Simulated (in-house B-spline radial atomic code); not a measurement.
Successive ionisation energies of erbium; each step leads to the configuration of the next row (after the last: [Ne] 3s1). Dirac energy differences include first-order Breit, QED and recoil terms. NIST's values go from ground level to ground level; the uncertainty of those that are theory runs from under 0.1 % in few-electron ions to several per cent in heavy many-electron ones. Computed with an all-electron radial atomic-structure program (B-spline basis): Dirac-Hartree-Fock, jj configuration that fills j = l - 1/2 first, finite nuclei.

A number in brackets counts the electrons of a j subshell.

| ion | configuration | ionisation energy (eV) | tabulated value (eV) | tabulated kind | computed minus tabulated (eV) | highest orbital | largest mean radius (bohr) |
| --- | --- | --- | --- | --- | --- | --- | --- |
| Er52+ | [Ne] 3s2 3p1/2(2) 3p3/2(2) | 4863.9 | 4866 | tabulated theory | -2 | 3p3/2 | 0.20725 |
| Er53+ | [Ne] 3s2 3p1/2(2) 3p3/2(1) | ? | ? | tabulated theory | ? | ? | ? |
| Er54+ | [Ne] 3s2 3p1/2(2) | 5328.5 | 5329 | tabulated theory | -1 | 3p1/2 | 0.20558 |
| Er55+ | [Ne] 3s2 3p1/2(1) | ? | ? | tabulated theory | ? | ? | ? |
| Er56+ | [Ne] 3s2 | 5695.0 | 5695 | tabulated theory | 0 | 3s1/2 | 0.20386 |

Problem. Fill in the row of Er53+.

Solution. ionisation energy (eV): 4977.7; tabulated value (eV): 4978; computed minus tabulated (eV): 0; highest orbital: 3p3/2; largest mean radius (bohr): 0.20641.

Problem. Fill in the row of Er55+.

Solution. ionisation energy (eV): 5454.6; tabulated value (eV): 5455; computed minus tabulated (eV): 0; highest orbital: 3p1/2; largest mean radius (bohr): 0.20472.
